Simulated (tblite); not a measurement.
Compound: C8H7Si (doublet state).
Bonds: C1–C2 (triple), C2–Si3, Si3–C4, C4–C5 (aromatic), C5–C6 (aromatic), C6–C7 (aromatic), C7–C8 (aromatic), C8–C9 (aromatic), C4–C9 (aromatic). Hydrogens: H10 on C1; H11, H12 on Si3; H13 on C5; H14 on C7; H15 on C8; H16 on C9.

Structure optimised with GFN2-xTB, isolated species. This method treats the open shell by occupation alone, without spin polarisation.

Give the optimised bond lengths and angles.

```json
{"bond": "C1≡C2", "length (Å)": "1.202"}
{"bond": "C2–Si3", "length (Å)": "1.851"}
{"bond": "Si3–C4", "length (Å)": "1.892"}
{"bond": "C4–C5", "length (Å)": "1.403"}
{"bond": "C5–C6", "length (Å)": "1.359"}
{"bond": "C6–C7", "length (Å)": "1.365"}
{"bond": "C7–C8", "length (Å)": "1.393"}
{"bond": "C8–C9", "length (Å)": "1.383"}
{"bond": "C4–C9", "length (Å)": "1.389"}
{"bond": "C1–H10", "length (Å)": "1.053"}
{"bond": "Si3–H11, Si3–H12", "length (Å)": "1.468"}
{"bond": "C5–H13", "length (Å)": "1.080"}
{"bond": "C7–H14", "length (Å)": "1.080"}
{"bond": "C8–H15", "length (Å)": "1.082"}
{"bond": "C9–H16", "length (Å)": "1.082"}
```

Bonds in one row agree within 0.01 Å and their mean is given. A selection of angles:
```json
{"angle": "C1–C2–Si3", "degrees": "178.8"}
{"angle": "C2–Si3–C4", "degrees": "106.6"}
{"angle": "Si3–C4–C5", "degrees": "119.3"}
{"angle": "Si3–C4–C9", "degrees": "122.3"}
{"angle": "C5–C4–C9", "degrees": "118.4"}
{"angle": "C4–C5–C6", "degrees": "117.8"}
{"angle": "C5–C6–C7", "degrees": "125.2"}
{"angle": "C6–C7–C8", "degrees": "117.3"}
{"angle": "C7–C8–C9", "degrees": "119.4"}
{"angle": "C4–C9–C8", "degrees": "122.0"}
```

Dihedral angles: C2–Si3–C4–C5 56° (synclinal). The mirror-image conformer, all signs reversed, is as good.

C6 (carbon bonded to 2 C) is bent (angle 125.2°). C8 (carbon bonded to 2 C and H) is planar (angles 120.7°, 119.9° and 119.4°, sum 360.0°, 0.00 Å off the plane of its three neighbours). C7 (carbon bonded to 2 C and H) is planar (angles 122.1°, 120.6° and 117.3°, sum 360.0°, 0.00 Å off the plane of its three neighbours). The C–C distances run from 1.202 Å (C1≡C2, drawn triple) to 1.403 Å (C4–C5, aromatic), a spread of 0.201 Å. Si3 (silicon bonded to 2 C and 2 H) is tetrahedral (angles from 106.6° to 111.8°). C4 (carbon bonded to 2 C and Si) is planar (angles 122.3°, 119.3° and 118.4°, sum 360.0°, 0.00 Å off the plane of its three neighbours). The 6-membered ring C4–C5–C6–C7–C8–C9 has internal angles of 117.3° to 125.2°; it is planar, 0.00 Å rms from its mean plane, widest ring torsion 0°.

Point group: C1 (no symmetry element, even within 0.4 Å). Its lowest GFN2-xTB frequency is 6i cm⁻¹, too small to tell a flat minimum from a shallow saddle. 3 starts were optimised and ended at 0.00, 0.03 and 0.08 kcal/mol (GFN2-xTB); the lowest of these is shown.

The numbers are calculated, not measured.
